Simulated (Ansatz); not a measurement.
Gas-phase electronic energies from Ansatz, PBE0-D4/def2-TZVP geometries. CCSD(T)/CBS is the MP2 limit (def2-TZVPP, def2-QZVPP) plus CCSD(T) − MP2 in def2-TZVPP, frozen cores. This one scheme is used for every species, atoms too. Functionals use def2-TZVPP. B3LYP here is the variant with VWN-RPA as its local correlation; programs differ in this. HSE06 is defined as in plane-wave codes. No spin–orbit coupling; open shells (•) take unrestricted orbitals. Spin–orbit coupling would lower the free atoms: a little for C, Cl; clearly for Br. For Br outer-core shells are correlated without core-valence functions, so the limit isn't a true one: a few kJ/mol of doubt a bond, and 10 to 20 or more in all where bonds break to atoms. Scalar relativity is left out up to krypton.

`ClC(Br)(Br)Br` → 3 Br• + C• + Cl•  (atomization)

```
             level  ΔE (kJ/mol)  difference from CCSD(T)/CBS
            PBE-D4       1261.5                         80.8
         revPBE-D4       1204.5                         23.8
           BLYP-D4       1153.6                        -27.1
         r2SCAN-D4       1185.4                          4.7
            B97M-V       1154.6                        -26.1
           PBE0-D4       1193.8                         13.1
          B3LYP-D4       1126.4                        -54.3
        r2SCAN0-D4       1129.7                        -51.0
          HSE06-D4       1196.1                         15.4
          BHLYP-D4       1042.1                       -138.6
      CAM-B3LYP-D4       1113.2                        -67.5
           ωB97X-V       1153.1                        -27.6
           ωB97M-V       1148.8                        -31.9
          PBE-QIDH       1171.0                         -9.7
               PBE       1234.9                         54.2
            revPBE       1137.6                        -43.1
              BLYP       1095.3                        -85.4
            r2SCAN       1180.0                         -0.7
              PBE0       1171.2                         -9.5
             B3LYP       1081.7                        -99.0
           r2SCANh       1156.3                        -24.4
           r2SCAN0       1122.8                        -57.9
             HSE06       1174.6                         -6.1
             BHLYP       1001.7                       -179.0
         CAM-B3LYP       1089.6                        -91.1
RPA@PBE/def2-TZVPP        971.8                       -208.9
       HF/def2-SVP        586.4                       -594.3
      MP2/def2-SVP       1102.2                        -78.5
     CCSD/def2-SVP        978.9                       -201.8
  CCSD(T)/def2-SVP       1022.0                       -158.7
     HF/def2-TZVPP        596.7                       -584.0
    MP2/def2-TZVPP       1211.7                         31.0
   CCSD/def2-TZVPP       1047.7                       -133.0
CCSD(T)/def2-TZVPP       1108.1                        -72.6
     HF/def2-QZVPP        596.2                       -584.5
    MP2/def2-QZVPP       1253.3                         72.6
SCS-MP2/def2-QZVPP       1181.2                          0.5
      HF/CBS(def2)        596.2                       -584.5
     MP2/CBS(def2)       1284.3                        103.6
    CCSD/CBS(def2)       1120.3                        -60.4
       CCSD(T)/CBS       1180.7                            0
```

Largest T1 diagnostic among the species: 0.009.

Leaving LDA and LC-ωPBE aside and taking each functional with its dispersion term where it has one, the values spread over 219.4 kJ/mol, from BHLYP-D4 to PBE-D4. LDA lies +272.8 kJ/mol from PBE without D4, its usual overbinding. At CCSD(T), def2-SVP lies −158.7 kJ/mol from the extrapolated value and def2-TZVPP −72.6 kJ/mol: correlation converges slowly with the basis, and small sets miss more of it in the bonded molecule than in its fragments. The D4 term adds +44.7 kJ/mol with B3LYP and +22.6 kJ/mol with PBE0; it sums over pairs of atoms, weighted by their polarisabilities, and B3LYP, whose exchange is more repulsive, gets the larger term.

For atomizations the MP2-based limit and the directly extrapolated one differ by several kJ/mol either way, and by 10 to 25 for some Ge, Se and Sn compounds, so smaller differences from it don't rank the levels.
